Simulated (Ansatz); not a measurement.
Two structures of GeH4BrF, closed shell, reached by relaxing down either side of one saddle point (PBE0-D4/def2-TZVP). Energies are electronic, without zero-point energy. Program: Ansatz 0.2.0. Basis: def2-TZVPP and def2-QZVPP. Cores are frozen in the correlated methods. Filled d shells of the heavier atoms are correlated. The def2 sets are not built for correlating such inner shells, so the correlated values are less sure here. Extrapolation: Hartree–Fock as exp(−7.88 √X), correlation as X^−2.97. First:

```
7
angstrom
Ge -0.8877 0.4905 -0.4223
Br 0.4893 0.9592 1.4003
H -0.3685 -0.8145 -1.0219
H -2.3034 0.3661 0.1438
H -0.7477 1.6815 -1.3718
H 1.7512 -0.9565 0.8440
F 2.0669 -1.7264 0.4280
```

Second:

Ge1  (-0.663, -0.231, -0.875)
Br2  (1.514, 1.156, 2.573)
H3  (-0.881, -1.260, -1.988)
H4  (-1.802, -0.197, 0.147)
H5  (-0.278, 1.155, -1.399)
H6  (1.365, 0.183, 1.534)
F7  (0.744, -0.807, 0.008)
(Å)

(1) Which bonds change from the first to the second?

(2) Give the saddle point's structure and its height above each. (To be estimated.)

The T1 diagnostic stays at or below 0.011. The start structure is not quite a true minimum (one mode of 32i cm⁻¹).

Answers

(1) GeH₃Br ([GeH3][Br]) + HF → GeH₃F ([F][GeH3]) + HBr; bonds formed: Ge1–F7, Br2–H6; bonds broken: Ge1–Br2, H6–F7.

(2) The calculation gives: 31.93 kcal/mol above the first and 24.41 kcal/mol above the second (CCSD(T) at an estimated basis limit (MP2 extrapolated from triple and quadruple zeta, plus CCSD(T) − MP2 in triple zeta)).
```xyz
7
angstrom
Ge -0.5429 0.0555 -0.4822
Br 0.7060 1.1165 1.7434
H -0.6103 -1.0750 -1.5251
H -1.7706 -0.0116 0.4200
H -0.1748 1.3689 -1.1624
H 1.2926 -0.4044 0.8946
F 1.0999 -1.0499 0.1117
```

Labels in which every atom is bracketed show which atoms are joined, not bond orders.

For scale, one of the runs: CCSD(T)/def2-TZVPP, 183 basis functions, launched by `ansatz run in.yaml --threads 4 --pin off --events-out ev --progress --plain --max-ram 9574MiB`. Time: 72 s of wall clock on 4 CPU threads of an Arm Neoverse V2; the host was shared. Peak host memory: 2 GiB.
